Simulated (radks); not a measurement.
Ti2+, 20 electrons, occupied as [Ar] 3d1.25 4s0.75 (fractional occupations, a model configuration).

Method: scalar-relativistic Kohn-Sham, SCAN, spin-unpolarised, spherical densities, finite nucleus; meta-GGA in the generalised Kohn-Sham scheme; Fermi nuclear charge, rms radius 3.5921 fm; computed with a radial shooting solver on a logarithmic mesh with Libxc functionals.

Energy parts (eV):
| part | energy |
|---|---|
| total | -23210.754 |
| kinetic | 23408.158 |
| electron-nucleus | -54763.858 |
| Hartree | 9278.761 |
| exchange-correlation | -1133.816 |

Orbitals (lengths in bohr, moments of r in powers of bohr; r(90%) holds 90 % of the orbital's charge):
orbital  occ.  eigenvalue (eV)  r(90%)
1s          2        -4910.406   0.124
2s          2        -566.2158   0.503
2p          6        -471.0057   0.476
3s          2         -85.5424    1.49
3p          6         -60.4085    1.63
3d       1.25         -23.0706    2.27
4s       0.75         -18.1935    4.18

The highest occupied level is 4s at -18.193 eV. Summed over all electrons, <r^2> = 21.06 bohr^2, which gives a Langevin (diamagnetic) susceptibility term of -16.7 x 10^-6 cm^3/mol.
